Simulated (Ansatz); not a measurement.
The cluster Na3I4⁻, relaxed as a singlet with RKS r2SCAN-D4/def2-SVPD in Ansatz, starting from the GFN1-xTB geometry. Force threshold 0.02 eV/Å.

In the def2 sets I takes a core potential; there is no spin–orbit coupling. Another isomer (singlet) lies 0.10 eV lower at PBE0-D4/def2-TZVPD; other spin states weren't run for this one.

Start:

```csv
atom,x (Å),y (Å),z (Å)
Na1,0.755,1.822,-0.453
Na2,-0.604,-1.211,-1.459
Na3,-0.343,-0.509,1.910
I4,1.677,1.620,2.369
I5,-2.213,1.031,-0.035
I6,1.256,0.476,-3.057
I7,-0.528,-3.228,0.725
```

**Question.** Estimate the energy that the relaxation releases and the steps that it takes.

**Answer.** 2.4 kJ/mol, in 3 steps; 21 s on 4 threads of Arm Neoverse V1 on a shared host. No frequencies were taken in this run, so the end may be a saddle point.

**Question.** Does the start keep its bonding?

**Answer.** By distances, no bond broke or formed. The bond that changes most is Na3–I5, from 3.11 to 3.07 Å (atoms count from 1).

**Question.** Predict the relaxed structure.

**Answer.** 
```tsv
atom	x (Å)	y (Å)	z (Å)
Na1	0.725	1.883	-0.456
Na2	-0.678	-1.226	-1.515
Na3	-0.405	-0.489	1.964
I4	1.725	1.588	2.358
I5	-2.191	1.010	-0.039
I6	1.295	0.452	-3.032
I7	-0.472	-3.219	0.720
```
Bond lengths (bridged metal pairs left out): 9 × I–Na 3.00 to 3.08 Å.
